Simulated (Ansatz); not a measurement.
## A barrier at the coupled-cluster level

Start structure (CH$_{5}$Ga, singlet), relaxed at PBE0-D4/def2-TZVP:

Ga1  (-2.021, -0.464, -1.286)
H2  (0.547, -0.440, -0.067)
H3  (-0.941, -1.694, -1.681)
C4  (0.587, 0.432, 0.591)
H5  (1.570, 0.462, 1.062)
H6  (0.436, 1.346, 0.018)
H7  (-0.179, 0.358, 1.363)
(Å)

The step: CH₄ + GaH → CH₃Ga ([CH3][Ga]) + H₂; bonds formed: Ga1–C4, H2–H3; bonds broken: Ga1–H3, H2–C4. Ansatz 0.2.0; basis: def2-TZVPP and def2-QZVPP; cores frozen in the correlated methods. Filled d shells of the heavier atoms are correlated. The def2 sets are not built for correlating such inner shells, so the correlated values are less sure here. Extrapolation: Hartree–Fock as exp(−7.88 √X), correlation as X^−2.97. Energies below are by CCSD(T) at an estimated basis limit (MP2 extrapolated from triple and quadruple zeta, plus CCSD(T) − MP2 in triple zeta).

Problem. What are the electronic barrier and the energy of the step, from the start structure to the end structure? (Judge from chemistry; the value comes from the calculation.)

Solution. By the calculation: Barrier 140.3 kJ/mol; step energy 26.7 kJ/mol (uphill); reverse barrier, their difference, 113.6 kJ/mol. Barrier and step energy count from the start structure, the reverse barrier from the end structure.

The saddle point: One imaginary mode of 1320i cm⁻¹.
```
  pair  start (Å)  saddle (Å)  end (Å)
Ga1–C4       3.34        2.31     2.04
 H2–H3       2.53        1.02     0.75
Ga1–H3       1.68        1.88     3.15
 H2–C4       1.09        1.51     3.26
```

Zero-point energy (harmonic, PBE0-D4): ZPE is 130.5 kJ/mol at the start and 123.3 kJ/mol at the saddle, so the barrier goes from 140.3 to 133.1 kJ/mol.

The T1 diagnostic stays at or below 0.014.

Labels in which every atom is bracketed show which atoms are joined, not bond orders.

For scale, one of the runs: CCSD(T)/def2-TZVPP, 149 basis functions, launched by `ansatz run in.yaml --threads 2 --pin off --events-out ev --progress --plain --max-ram 4352MiB`. The run took 21 s on 2 CPU threads of an Arm Neoverse V1 (shared host), with 0.93 GiB of host memory at its peak.
